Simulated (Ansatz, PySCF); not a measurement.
Process, species as SMILES: [CH2][SiH](C)N[SiH3] -> C[Si](C)N[SiH3]
Structures are relaxed separately at B3LYP-D3(BJ)/def2-TZVP in Ansatz (a first-principles code), one conformer each, not searched for the lowest. Frequencies are from Ansatz or PySCF.

Quantity: isomerisation energy (enthalpy at 298 K, with B3LYP-D3(BJ) rigid-rotor harmonic-oscillator terms), in kJ/mol. Cores are frozen in the correlated levels unless marked. Open shells are spin-unrestricted. No spin-orbit coupling. No relativistic terms. Basis-set limits of correlation are two-point, X^-3; Hartree-Fock from the larger set.

Level to compare with: CCSD(T)/CBS(cc-pV(T+d)Z,cc-pV(Q+d)Z) (Ansatz), -30.7 kJ/mol. It is a level with limits of its own, and the differences hold the functionals' basis error too.

Rank these functionals by how close they come to CCSD(T)/CBS(cc-pV(T+d)Z,cc-pV(Q+d)Z), closest first: HSE06/def2-TZVPD (Ansatz); LC-wPBE/def2-TZVPD (Ansatz); SVWN5/def2-TZVPD (Ansatz); PBE/def2-TZVPD (Ansatz).

LC-wPBE/def2-TZVPD (range-separated hybrid, -34.0 kJ/mol, difference -3.3), HSE06/def2-TZVPD (screened hybrid, -40.8 kJ/mol, difference -10.1), PBE/def2-TZVPD (GGA, -49.9 kJ/mol, difference -19.2), SVWN5/def2-TZVPD (LDA, -63.1 kJ/mol, difference -32.4)
